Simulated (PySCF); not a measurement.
# Atomic charges by several schemes

Species: C6H6O2Si.
Structure used (GFN2-xTB), in Å, numbered top down from 1:
```
atom  x, y, z in Å
C1     3.910    0.286   -1.553
C2     2.816    0.086   -1.100
C3     1.534   -0.148   -0.575
C4     0.549    0.735   -0.217
C5    -0.547   -0.038    0.246
Si6   -2.184    0.586    0.882
O7    -3.085   -0.766    0.965
C8    -0.130   -1.335    0.130
O9     1.113   -1.419   -0.360
H10    4.865    0.470   -1.947
H11    0.598    1.804   -0.280
H12   -2.779    1.552   -0.046
H13   -2.043    1.194    2.210
H14   -3.990   -0.747    1.259
H15   -0.632   -2.252    0.364
```

Density: PBE0/pcSseg-1 (PySCF); schemes: Mulliken, IAO, Hirshfeld and ESP-fitted. Isolated species at its GFN2-xTB geometry (one conformer only).

**Question.** Which atoms carry the lowest charge in the Mulliken, IAO, Hirshfeld and ESP-fitted schemes?

**Answer.** All schemes agree: Mulliken O7 (-0.557); IAO O7 (-0.795); Hirshfeld O7 (-0.305); ESP-fitted O7 (-0.750).

**Question.** At which atom do the 4 schemes differ most?

**Answer.** At C2: from -0.234 (ESP-fitted) to +0.425 e (Mulliken), 0.659 e apart.

**Question.** Give the atomic charges in each scheme.

**Answer.** In e:

```tsv
atom	environment	Mulliken	IAO	Hirshfeld	ESP-fitted
C1	terminal alkyne carbon	-0.367	-0.215	-0.096	-0.284
C2	alkyne carbon	+0.425	-0.035	-0.056	-0.234
C3	substituted aromatic carbon	+0.113	+0.137	+0.057	+0.558
C4	aromatic CH carbon	-0.122	-0.188	-0.073	-0.552
C5	substituted aromatic carbon	-0.416	-0.367	-0.137	-0.060
Si6	oxygen-bound silicon	+0.874	+1.035	+0.400	+0.660
O7	silanol oxygen	-0.557	-0.795	-0.305	-0.750
C8	aromatic CH next to a ring oxygen	+0.206	+0.043	+0.029	-0.067
O9	furan-type oxygen	-0.360	-0.216	-0.051	-0.212
H10	alkyne hydrogen	+0.049	+0.207	+0.096	+0.280
H11	aromatic hydrogen	+0.073	+0.170	+0.061	+0.265
H12	Si–H hydrogen	-0.134	-0.163	-0.087	-0.133
H13	Si–H hydrogen	-0.127	-0.164	-0.088	-0.143
H14	hydroxyl hydrogen	+0.248	+0.368	+0.182	+0.470
H15	aromatic hydrogen	+0.094	+0.183	+0.069	+0.202
```

Mean size of the charges over all atoms: ESP-fitted 0.325 e, IAO 0.286 e, Mulliken 0.278 e, Hirshfeld 0.119 e. Each set sums to the total charge, 0, to within 0.001 e. The Hirshfeld scheme divides the density at each point in proportion to the densities of the neutral, spherically averaged free atoms. The Mulliken scheme counts on each atom the diagonal of the density matrix times the overlap matrix over that atom's basis functions.

**Question.** How closely do the schemes follow one another over all atoms?

**Answer.** Correlation coefficient and root-mean-square difference: IAO with Hirshfeld 0.99, 0.237 e; Mulliken with IAO 0.90, 0.169 e; Hirshfeld with ESP-fitted 0.87, 0.263 e; Mulliken with Hirshfeld 0.86, 0.233 e; IAO with ESP-fitted 0.86, 0.205 e; Mulliken with ESP-fitted 0.69, 0.292 e.

**Question.** How many electrons does the Mulliken scheme count on C5?

**Answer.** Z − q = 6 − (-0.416) = 6.416.

**Question.** Sum the charges by element, for elements with more than one atom.

**Answer.** 
| element | atoms | Mulliken | IAO | Hirshfeld | ESP-fitted |
| --- | --- | --- | --- | --- | --- |
| C | 6 | -0.161 | -0.625 | -0.276 | -0.639 |
| O | 2 | -0.917 | -1.011 | -0.356 | -0.962 |
| H | 6 | +0.204 | +0.601 | +0.232 | +0.941 |
